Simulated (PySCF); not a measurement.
W(NH)2Cl2 (singlet state).
Bonds: W1–N2, W1–N4, W1–Cl6, W1–Cl7. Hydrogens: H3 on N2; H5 on N4.

Method: PBE0-D3(BJ)/def2-SVP geometry optimisation, gas phase, def2 core potentials past Kr in PySCF 2.14.0.

Q: How far are the bound atoms from W1?

A: 4 atoms: N4 1.736 Å, N2 1.737 Å, Cl6 2.294 Å, Cl7 2.295 Å. The nearest atom not counted as bound is H5, at 2.69 Å (others tie with it).

Q: List the angles at W1.

A: 
```csv
angle,degrees,distance of the outer atoms (Å)
Cl6–W1–Cl7,118.3,3.94
N2–W1–N4,109.1,2.83
N2–W1–Cl7,107.5,3.27
N2–W1–Cl6,107.5,3.27
N4–W1–Cl7,107.1,3.26
N4–W1–Cl6,107.0,3.26
```

Q: What is the shape at W1?

A: Distorted tetrahedral: angles from 107.0° to 118.3°; τ4 = (360° − α − β)/141° = 0.94 with α and β the two widest (0 for a square, 1 for a tetrahedron). Differences among atoms that C2v makes equivalent are scatter left by the optimiser.

Q: What are the other bond lengths?

A: N2–H3, N4–H5 1.016 Å.

Q: What are the rotational constants (commonest isotopes, rigid rotor)?

A: A = 2702, B = 1509, C = 1280 MHz: an asymmetric top.

Point group: C2v (tolerance 0.08 Å). Charge 0, singlet. No frequency check.

On one thread of an Arm Neoverse V2 (shared host), this took 56 s wall. These figures are those of the optimisation.
